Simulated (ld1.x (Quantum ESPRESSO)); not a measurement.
# What one change does to a pseudopotential (iodine, TM)

* Element: iodine (I)
* Generator: ld1.x (Quantum ESPRESSO) 7.5
* Type: norm-conserving Troullier–Martins (Kleinman–Bylander form)
* Functional: PBE
* Relativity: fully relativistic
* Frozen core: [Kr] 4d10
* Valence charge: 7
* Reference configuration: 5s2 5p4.5 (charge +0.5)
* Partial waves: 5s (bound): rc 1.35 bohr; 5p (bound): rc 2.00 bohr
* Local potential: all-electron potential smoothed inside 1.15 bohr (lloc = -2)
* Core correction: none

Open shells are filled in proportion to 2j + 1 (rel_dist='average').

Change: local potential all-electron potential smoothed inside 1.10 bohr (lloc = -1).

Cutoffs: the cutoffs (Ry, on a coarse ladder) from which the occupation-weighted sum of valence levels, in a spherical-Bessel basis at the reference potential, stays within 10 and 1 mRy of its value at 400 Ry; they do not see the model core or the augmentation charge, which bear on the density cutoff. Errors are all-electron minus pseudo energies relative to the spin-unpolarised reference configuration.

Task: Predict the effect on cutoff, ghosts and configuration errors.

Result: The potential gets neither clearly harder nor softer (70 Ry and 180 Ry → 70 Ry and 180 Ry); the bound ghosts move from d, s to d, p, s; the number of tests that count goes from 7 to 6; of the 6 tests that both files solve, the error grows in 0 and shrinks in 6 by more than 15 % and 0.3 meV (median size 15.4 → 4.2 meV); the range in which the s phases agree narrows (upper end 4.5 → 2.3); the range in which the p1/2 phases agree widens (upper end 0.3 → 4.7). In the separable form a ghost depends on how the local part lies against the semilocal potential of the channel, so the choice of the local part can create or remove one.

| quantity | base | changed |
| --- | --- | --- |
| cutoff, loose | 70 Ry | 70 Ry |
| cutoff, tight | 180 Ry | 180 Ry |
| bound ghosts | s, d | s, p3/2, p1/2, d |
| tests counted (converged, no solver errors) | 7 of 7 | 6 of 7 |
| error for 5s2 5p5, meV [ΔE -4.54 eV] | +2.0 | -0.4 |
| error for 5s2 5p4, meV [ΔE 6.61 eV] | +2.5 | -0.6 |
| error for 5s2 5p3, meV [ΔE 26.49 eV] | +26 | -7.5 |
| error for 5s2 5p5.3, meV [ΔE -6.34 eV] | +4.6 | -0.9 |
| error for 5s2 5p2, meV [ΔE 55.85 eV] | +74 | -21 |
| error for 5s1 5p5, meV [ΔE 17.55 eV] | +40 | +16 |
| s: phases at 2.19 bohr within 0.05 rad from the reference energy up to (Ry; the scan ends near 5) | 4.5 | 2.3 |
| p1/2: phases at 2.19 bohr within 0.05 rad from the reference energy up to (Ry; the scan ends near 5) | 0.3 | 4.7 |
| p3/2: phases at 2.19 bohr within 0.05 rad from the reference energy up to (Ry; the scan ends near 5) | -0.1 | 4.5 |

Changed file: Tests not counted: 5s2 5p1 (pseudo-atom not self-consistent, printed error -19.9 eV). A true bound ghost makes a file unfit for plane-wave use even where its test errors are small: the radial tests pick states by their node count and pass the ghost by. Where a test does run into it, the solver fails or the error is huge.
